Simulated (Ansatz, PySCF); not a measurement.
Pair of molecules: HCl (SMILES Cl) (first 2 atoms) with ClH3Si (SMILES [SiH3]Cl); geometry from B3LYP-D3(BJ)/def2-TZVP, rigid monomers moved along the line of their centres of mass till H2···Cl4 is 3.45 Å.
(charge 0, multiplicity 1):
```xyz
7

Cl    -0.314    -0.418     0.969
H      0.590    -0.101     1.832
Si    -0.318     0.590     5.730
Cl     1.632     0.726     5.015
H     -0.791    -0.786     5.497
H     -1.139     1.570     4.997
H     -0.278     0.902     7.171
```

Monomers are frozen at their geometry in the pair; levels with a basis set take the counterpoise correction.

Frozen-core correlation. CBS(a, b) extrapolates the correlation energy as X⁻³ and adds the Hartree–Fock energy of set b.

Codes used: Ansatz (an electronic-structure program) with Gaussian orbitals; PySCF for the dispersion terms. Values without a source in brackets are computed.

PBE/def2-TZVPPD gives -0.95 kcal/mol for the interaction energy.

Q: Where do these levels fall relative to PBE: PBE-D3(BJ)/def2-TZVPPD, r2SCAN/def2-TZVPPD, PBE0/def2-TZVPPD, wB97M-V/def2-TZVPPD, MP2/CBS(aug-cc-pV(D+d)Z, aug-cc-pV(T+d)Z), MP2/CBS(aug-cc-pV(D+d)Z, aug-cc-pV(T+d)Z) + ΔCCSD(T)/aug-cc-pV(D+d)Z.

A: PBE-D3(BJ)/def2-TZVPPD -0.52; r2SCAN/def2-TZVPPD -0.05; PBE0/def2-TZVPPD 0.05; wB97M-V/def2-TZVPPD -0.25; MP2/CBS(aug-cc-pV(D+d)Z, aug-cc-pV(T+d)Z) -0.38; MP2/CBS(aug-cc-pV(D+d)Z, aug-cc-pV(T+d)Z) + ΔCCSD(T)/aug-cc-pV(D+d)Z -0.28 kcal/mol. 1 of 6 lie above PBE; the widest gap is to PBE-D3(BJ)/def2-TZVPPD.
